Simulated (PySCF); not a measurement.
Si(CCH)2(Cl)2 (C₄H₂Cl₂Si), SMILES C#C[Si](Cl)(Cl)C#C. The structure is a stationary point at PBE-D3(BJ)/def2-SVP.

These are PBE-D3(BJ)/def2-SVP (PySCF 2.14.0) values and carry that method's errors.

Harmonic wavenumbers (cm⁻¹): 85, 97, 111, 152, 173, 298, 300, 352, 368, 445, 603, 658, 702, 707, 708, 709, 710, 2092, 2094, 3389, 3389. Rotational constants (GHz): 1.231, 1.178, 1.153; symmetry number 2.

Work out the zero-point energy and the ideal-gas rigid-rotor harmonic-oscillator thermochemistry at 298.15 K and 1 atm.

ZPE = ½ Σ hcν = ½ × 18143 cm⁻¹ = 108.52 kJ/mol. H − E(el) = 134.48 kJ/mol. Entropy in J/(mol K): translation 171.16, rotation 118.26, vibration 99.50, total 388.92. G − E(el) = 18.53 kJ/mol. Cp = 131.54 J/(mol K). Modes under 150 cm⁻¹ make the vibrational entropy uncertain.
